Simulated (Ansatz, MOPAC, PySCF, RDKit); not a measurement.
Noncovalent pair: H2S (SMILES S) (first 3 atoms) with C3H6 (SMILES C=CC); geometry from B3LYP-D3(BJ)/def2-TZVP, rigid monomers moved along the line of their centres of mass till H2···C4 is 2.40 Å.
(charge 0, multiplicity 1):
```xyz
12

S      0.1223     0.4633     0.7293
H      0.6505     0.1531     1.9271
H      1.2451     0.1330     0.0720
C      1.1826     0.2283     4.2675
C      0.0845    -0.5110     4.1582
C     -1.2885     0.0200     3.8983
H      1.1492     1.3086     4.1784
H      2.1507    -0.2176     4.4559
H      0.1684    -1.5902     4.2555
H     -1.9726    -0.2552     4.7059
H     -1.2868     1.1068     3.8049
H     -1.7025    -0.4043     2.9789
```

Interaction energies are E(AB) − E(A) − E(B) at the monomers' geometry in the complex; basis-set methods are counterpoise corrected. Rows marked so take none.

Rows in STO-3G carry no dispersion term and start afresh at each structure. The state that PM6 reach isn't checked.

The values were computed with Ansatz (Gaussian orbitals); MOPAC for PM6 (differences of heats of formation); PySCF for STO-3G rows; RDKit for the force fields. Values without a source in brackets are computed.

**Question.** One of these levels gives 113.0 meV for the interaction energy. Which?
A. MMFF94
B. HF/STO-3G (no counterpoise)
C. r2SCAN/def2-TZVPPD
D. PM6

**Answer.** B, HF/STO-3G (no counterpoise). The others give 78.8 (MMFF94), -33.3 (PM6), -62.2 (r2SCAN/def2-TZVPPD)

Ansatz is a quantum-chemistry and plane-wave program.
